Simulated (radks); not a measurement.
Task: Dipole-allowed excitations along the series with 4 electrons in [He] 2s2. Method: non-relativistic Kohn-Sham, LDA (Slater exchange, Perdew-Wang correlation), spin-unpolarised, spherical densities, point nucleus; computed with a radial shooting solver on a logarithmic mesh with Libxc functionals. Time-dependent linear response with the Hartree and adiabatic LDA kernel, continuum included through the Sternheimer equations. Lines are the poles of the dipole polarisability below minus the highest occupied eigenvalue, found on a grid refined at the orbital gaps; the lowest seven at most are given, and weak or close lines can be missed. The first line takes the name of the lowest orbital gap if no other gap lies below it; otherwise a line is named after a gap within 0.6 % of it, if that gap stands alone.

| species | -e(HOMO) (eV) | lowest orbital gap (eV) | first line (eV) | f | strongest line (eV) | its f | static alpha (bohr^3) |
|---|---|---|---|---|---|---|---|
| Cl13+ | 718.23 | 2s-2p 33.286 | 45.680 (2s-2p) | 0.194 | 432.67 (2s-3p) | 0.661 | 0.07275 |
| Ar14+ | 820.69 | 2s-2p 35.539 | 48.730 (2s-2p) | 0.182 | 491.94 (2s-3p) | 0.674 | 0.05982 |
| Ca16+ | 1046.0 | 2s-2p 40.044 | 54.831 (2s-2p) | 0.162 | 621.82 (2s-3p) | 0.694 | 0.04188 |
| Sc17+ | 1168.9 | 2s-2p 42.295 | 57.879 (2s-2p) | 0.154 | 692.43 (2s-3p) | 0.703 | 0.03556 |
| Ti18+ | 1298.6 | 2s-2p 44.546 | 60.927 (2s-2p) | 0.146 | 766.81 (2s-3p) | 0.711 | 0.03045 |

Estimate the first line of K15+, its oscillator strength and the static polarisability.

Result: 51.781 eV (2s-2p), f = 0.172, alpha = 0.04979 bohr^3.
